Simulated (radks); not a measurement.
All-electron atom: B in [He] 2s2 2p1 (the NIST ground configuration). All-electron calculation, scalar-relativistic Kohn-Sham, LDA (Slater exchange, Perdew-Wang correlation), spin-polarised, spherical densities, finite nucleus; open shells are filled with parallel spins first; Fermi nuclear charge, rms radius 2.406 fm. Program: a radial shooting solver on a logarithmic mesh with Libxc functionals.

Normalised radial functions P(r) = r R(r), r in bohr:

```
   r/bohr * 1s up (the largest magnitude, 1.56, reaches the edge; | marks zero)
  0.02945 |                  *
  0.03655 |                     *
  0.04573 |                          *
  0.05676 |                              *
  0.07044 |                                   *
  0.08743 |                                        *
   0.1085 |                                             *
   0.1347 |                                                  *
   0.1671 |                                                     *
   0.2074 |                                                      *
   0.2574 |                                                     *
   0.3195 |                                                 *
   0.3965 |                                           *
   0.4922 |                                   *
   0.6157 |                         *
   0.7642 |                *
   0.9484 |         *
    1.177 |    *
    1.461 | *
    1.813 |*
     2.25 *
    2.793 *
    3.466 *
    4.302 *
    5.339 *
    6.626 *
    8.224 *
```

1s up: eigenvalue -178.64 eV, 0 radial nodes, <r> = 0.333 bohr, 90 % of the charge inside 0.599 bohr.
